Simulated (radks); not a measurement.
Valence configurations of Pb II. All-electron calculation, scalar-relativistic Kohn-Sham, LDA (Slater exchange, Perdew-Wang correlation), spin-polarised, spherical densities, finite nucleus; open shells are filled with parallel spins first (spin-orbit coupling, left out, can overturn this in heavy ions); Fermi nuclear charge, rms radius 5.5012 fm. Program: a radial shooting solver on a logarithmic mesh with Libxc functionals. Energies are relative to [Hg] 6p1; eigenvalues in eV for spin up.

| valence | E (eV) | moment (Bohr magnetons) | e(4f) | e(5d) | e(6p) | e(6s) |
|---|---|---|---|---|---|---|
| [Hg] 6p1 | 0.000 | 1 | -141.03 | -29.076 | -10.422 | -19.805 |
| [Xe] 4f14 5d10 6s1 6p2 | 8.416 | 3 | -142.74 | -30.838 | -11.619 | -21.359 |
| [Xe] 4f14 5d9 6s2 6p2 | 19.761 | 3 | -147.23 | -34.012 | -12.080 | -22.385 |
| [Xe] 4f14 5d8 6s2 6p3 | 41.982 | 5 | -153.44 | -38.854 | -13.587 | -24.786 |
| [Xe] 4f13.5 5d10 6s2 6p1.5 | 67.431 | 2 | -151.07 | -32.275 | -11.300 | -21.192 |
| [Xe] 4f13 5d10 6s2 6p2 | 139.16 | 3 | -161.27 | -35.522 | -12.144 | -22.549 |
| [Xe] 4f13 5d10 6s1 6p3 | 148.03 | 5 | -162.84 | -37.148 | -13.205 | -23.956 |
| [Xe] 4f12.5 5d10 6s0.5 6p4 | 232.07 | 4 | -174.24 | -41.229 | -14.043 | -25.463 |
| [Xe] 4f12 5d10 6s2 6p3 | 295.83 | 5 | -182.15 | -42.153 | -13.760 | -25.189 |
| [Xe] 4f12 5d10 6s1 6p4 | 307.46 | 5 | -183.90 | -43.808 | -14.481 | -26.288 |

NIST lists [Hg] 6p1 as the ground configuration; this level of theory agrees among the configurations tried. The energies are those of spherical high-spin densities, not of single terms.
